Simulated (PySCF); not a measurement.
MgH, optimised at GFN2-xTB:

```xyz
2

Mg     0.0048    -0.6801     0.6233
H     -0.0048     0.6801    -0.6233
```

Computed with PySCF (xtb for GFN2) and rigid-rotor harmonic-oscillator thermochemistry at 1 bar. 6-31G* has spherical d functions here. Open shells (unrestricted): MgH (multiplicity 2). GFN2 has no spin-polarisation term. B3LYP is the form with VWN-RPA correlation.

List the harmonic frequencies (cm⁻¹, unscaled) at this level and at the other levels, each on its own geometry.


- GFN2-xTB: 928
- B3LYP/6-31G*: 1442
- HF/6-31G*: 1533
- PBE/def2-SVP: 1395
- PBE0/def2-TZVP: 1468
